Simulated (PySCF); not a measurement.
## Peak assignment

Atom-mapped SMILES (the numbers label the heavy atoms): `[N:1]#[C:2]/[C:3]([F:4])=[C:5](/[C:6]#[N:7])[CH2:8][F:9]`; H(Xn) means a hydrogen on atom n.

[PySCF 2.14: geometry from GFN2-xTB; J couplings at B3LYP/pcJ-1 (spin–dipole term only in couplings to heteroatoms); GIAO PBE0/pcSseg-1 shieldings; no solvent; non-relativistic; one conformer; one averaged value for each set of equivalent atoms]

Referencing at the same level of theory: 13C (σ = 186.93 ppm) vs TMS.

Question: Assign these signals to the numbered atoms. 13C{1H} NMR (computed): δ 151.8 (dd, J = 343.5, 2.5 Hz), 115.8 (dd, J = 18.2, 13.9 Hz), 115.0 (d, J = 39.7 Hz), 114.3 (dd, J = 4.7, 3.7 Hz), 82.5 (dd, J = 244.3, 4.8 Hz).

Answer: 
151.8 → C3, fully substituted alkene carbon: as expected for a trigonal carbon in a double bond
115.8 → C5, fully substituted alkene carbon
115.0 → C2, nitrile carbon: typical of a nitrile
114.3 → C6, nitrile carbon
82.5 → C8, allylic sp3 CH2 bonded to F: the inductive effect lowers its shielding

C5 and C2; C2 and C6 lie closer than the usual error of such a calculation, so a measured spectrum could show them in the other order.

C–F couplings over four or more bonds (about 3 Hz to the para carbon of a fluoroarene) are left out. Common functionals overestimate the size of one-bond C–F couplings by tens of Hz; these are unscaled. Shifts are as computed. Against solution values, carbons near 30 ppm lie about +3 ppm off and those near 130 ppm about +5 ppm. Of 1211 compounds with measured shifts, 218 miss one by over three times the rms of a fit or turn the order of signals round; such compounds aren't used in these exercises.
